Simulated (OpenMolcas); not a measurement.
W4+ (d2) among equal point charges was computed by CASSCF with the d shell active (OpenMolcas, ANO-RCC-VTZP on the metal). Its lowest spin-free states, and all those of the highest spin:

| 2S+1 | Degeneracy | E (cm-1) |
| --- | --- | --- |
| 3 | 1 | 0.0 |
| 3 | 2 | 2475 |
| 3 | 1 | 7004 |
| 3 | 2 | 8365 |
| 1 | 1 | 10699 |
| 1 | 1 | 11263 |
| 1 | 2 | 15177 |
| 1 | 1 | 15523 |
| 3 | 1 | 16295 |
| 3 | 2 | 18020 |
| 1 | 2 | 19342 |
| 1 | 1 | 20015 |
| 3 | 1 | 25907 |

Is the site octahedral, tetrahedral or cube-like, axial, or of lower symmetry?

The states with 2S+1 = 3 have orbital degeneracies 1, 2, 1, 2, 1, 2, 1. There are pairs but no triples, so the site is axial: not cubic, but with a proper or improper axis of order three or more. The run had W4+ among 6 point charges of -1.7 e arranged as a tetragonal octahedron (D4h), 2.13 Å from the ion, with the axial distance 2.449 Å.

Spin-orbit coupling mixes the spin-free states strongly: the lowest level takes only 58 % from its leading state, 3A2. Without dynamic correlation the repulsion within the d shell is too large (B by tens of per cent), so at a given field states of lower spin stand too high. Point charges carry no covalency, so the field is a model and not that of real ligands. No measured value stands beside these numbers.
